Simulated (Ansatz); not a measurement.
Gas-phase electronic energies from Ansatz, PBE0-D4/def2-TZVP geometries. CCSD(T)/CBS is the MP2 limit (def2-TZVPP, def2-QZVPP) plus CCSD(T) − MP2 in def2-TZVPP, frozen cores. Functionals use def2-TZVPP. For Br outer-core shells are correlated without core-valence functions, which leaves a few kJ/mol of doubt a bond. Scalar relativity is left out up to krypton. Each species was taken in one conformer, which may not be the lowest.

`C[Si]Br` + `CNC` → `C[Si]N(C)C` + HBr  (ligand exchange at the Si–Br bond)

`C[Si]Br`:

Z-matrix (Å, degrees):
```
C
Si 1 1.888
H 1 1.093 2 111.1
H 1 1.096 2 110.1 3 120.8
H 1 1.095 2 110.6 3 -121.4
Br 2 2.264 1 98.3 3 179.2
```

`CNC`:

Cartesian coordinates in Å:
```
C -0.946 -0.414 0.627
N 0.468 -0.418 0.333
C 0.804 0.401 -0.809
H -1.142 -0.999 1.529
H -1.491 -0.886 -0.196
H -1.373 0.594 0.769
H 0.988 -0.107 1.143
H 0.353 -0.027 -1.709
H 1.886 0.411 -0.956
H 0.454 1.445 -0.731
```

`C[Si]N(C)C`:

Cartesian coordinates in Å:
```
C 1.287 1.924 0.136
Si -0.574 1.527 0.008
N -0.556 -0.191 -0.040
C 0.560 -1.107 0.003
C -1.821 -0.891 -0.140
H 1.739 1.501 1.041
H 1.852 1.549 -0.726
H 1.423 3.007 0.174
H 1.505 -0.573 0.077
H 0.587 -1.732 -0.899
H 0.477 -1.782 0.864
H -1.863 -1.505 -1.048
H -1.973 -1.555 0.720
H -2.642 -0.172 -0.170
```

HBr:

Z-matrix (Å, degrees):
```
Br
H 1 1.420
```

(1) Is it downhill or uphill in electronic energy at CCSD(T)/CBS, and by how much? (Estimate.)

(2) What do these levels give: PBE-D4, revPBE-D4, BLYP-D4, r2SCAN0-D4, PBE0, SCS-MP2/def2-QZVPP? (An estimate is asked.)

Largest T1 diagnostic among the species: 0.014.

Results:

(1) Computed: Uphill: ΔE = +3.4 kcal/mol.

(2) The calculation gave: PBE-D4 3.8, revPBE-D4 2.7, BLYP-D4 2.7, r2SCAN0-D4 4.5, PBE0 5.9, SCS-MP2/def2-QZVPP 3.0 kcal/mol.

The D4 term adds −2.4 kcal/mol with B3LYP and −1.4 kcal/mol with PBE0; it sums over pairs of atoms, weighted by their polarisabilities, and B3LYP, whose exchange is more repulsive, gets the larger term. At CCSD(T), def2-SVP lies −2.4 kcal/mol from the extrapolated value and def2-TZVPP −1.4 kcal/mol.

B3LYP here is the variant with VWN-RPA as its local correlation; programs differ in this.
